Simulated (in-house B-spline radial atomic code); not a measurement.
Ionising V⁸⁺ with different functionals

Computed with a B-spline radial code for spherical atoms: four-component Dirac-Coulomb Hamiltonian, Fermi nucleus of rms radius 3.6002 fm, spin-restricted, spherical fractional occupations for the functionals. The ionisation energy is the difference of two self-consistent energies, [Ne] 3s2 3p3 → [Ne] 3s2 3p2, without Breit or QED terms; ε is the level of the shell that loses the electron (mean over j). The electron is taken from both j subshells in proportion to 2j + 1, so the result is a j average, not the step between ground levels.

Hybrids are left out here: with spherical fractional occupations of an open shell their exact exchange keeps a self-interaction that integer-occupation calculations don't have.

| method | rung | ΔSCF (eV) | -ε(3p) (eV) |
| --- | --- | --- | --- |
| LDA VWN5 | LDA | 201.91 | 189.14 |
| relativistic LDA | LDA | 201.86 | 189.09 |
| LDA PW92 | LDA | ? | ? |
| LDA exchange-only | LDA | 199.92 | 187.15 |
| PBE | GGA | 201.82 | 189.09 |
| PBEsol | GGA | 201.71 | 188.97 |
| BLYP | GGA | 201.75 | 188.99 |
| RPBE | GGA | 201.78 | 189.06 |
| PW91 | GGA | ? | ? |
| BP86 | GGA | 201.96 | 189.21 |
| AM05 | GGA | 201.70 | 188.95 |
| OLYP | GGA | 202.17 | 189.47 |

Question: What does LDA PW92 give?

Answer: ΔSCF 201.90 eV, and -ε(3p) = 189.13 eV.

Question: What does PW91 give?

Answer: ΔSCF 201.99 eV, and -ε(3p) = 189.24 eV.

Question: How do they compare with the NIST value?

Answer: NIST lists 206.0 eV ± 0.4 (semi-empirical, ground level to ground level). Errors run from -6.08 to -3.83 eV. The correlated functionals all miss on the same side by more than they spread, so the cause is common to them (Breit-QED terms, spin polarisation, the choice among j levels, multiplet and fine-structure energies, or a listed next ion that isn't the cheapest removal here) and closeness doesn't rank the functionals.
